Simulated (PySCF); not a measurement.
Computed IR spectrum (relative IR intensity) of a molecule C₃H₅BFNO. Geometry optimised at B3LYP-D3(BJ)/def2-SVP. One conformer was computed; it need not be the lowest. These are PySCF with B3LYP-D3(BJ)/def2-SVP values and carry that method's errors. Frequencies are harmonic and unscaled.

ν (cm⁻¹): 101 (vw), 345 (vw), 515 (w), 664 (w), 766 (w), 871 (w), 992 (w), 1038 (m), 1062 (m), 1151 (vs), 1315 (m), 1363 (m), 1390 (m), 1398 (m), 1427 (w), 1448 (m), 1733 (w), 1810 (vs), 2948 (m), 2991 (w), 3140 (vw) (against the strongest line: vs over 80 %, s over 45 %, m over 15 %, w over 4 %, vw less)

Task: Which structure fits?
A. NB(F)C1=COC1
B. N#CCCB(O)F
C. CB(F)/C=N/C=O
D. CB(CF)OC#N

Result: C, CB(F)/C=N/C=O
